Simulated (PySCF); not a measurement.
C4H5Br, SMILES C=C=C(C)Br. Atoms are numbered in the order given.

```xyz
10

C     -0.9564    -2.7271     0.0000
C     -0.2235    -1.6415     0.0000
C      0.5188    -0.5657     0.0000
C      2.0170    -0.4975     0.0000
Br    -0.3652     1.1548     0.0000
H     -1.2781    -3.1999    -0.9357
H     -1.2781    -3.1999     0.9357
H      2.3805     0.0428    -0.8887
H      2.3805     0.0428     0.8887
H      2.4426    -1.5116     0.0000
```

The structure is a stationary point at B3LYP-D3(BJ)/def2-SVP.

Two levels are set side by side: PBE/pcSseg-1 (PySCF) and HF/pcSseg-1 (PySCF). GIAO shifts against TMS (¹H), TMS (¹³C) at the same level; non-relativistic, no solvent, atoms listed together averaged. Without spin–orbit terms, shifts of atoms bonded to Cl or Br come out too high at both levels. Differences are taken from unrounded values.

| quantity | PBE |
|---|---|
| δ(¹³C) of C1 (ppm) | 86.5 |
| δ(¹³C) of C2 (ppm) | 219.2 |
| δ(¹³C) of C3 (ppm) | 115.3 |
| δ(¹³C) of C4 (ppm) | 30.7 |
| δ(¹H) of H6, H7 (ppm) | 5.55 |

**Question.** These are the PBE values. What does HF give? (Estimate from the structure and the level; the computed values follow.)

**Answer.** 
| quantity | HF | PBE minus HF |
|---|---|---|
| δ(¹³C) of C1 (ppm) | 86.9 | -0.4 |
| δ(¹³C) of C2 (ppm) | 226.3 | -7.0 |
| δ(¹³C) of C3 (ppm) | 108.4 | 7.0 |
| δ(¹³C) of C4 (ppm) | 27.2 | 3.5 |
| δ(¹H) of H6, H7 (ppm) | 5.63 | -0.08 |

Rough cost on one machine, each run with all the roots and properties that it gave: HF against PBE within a factor of 2.
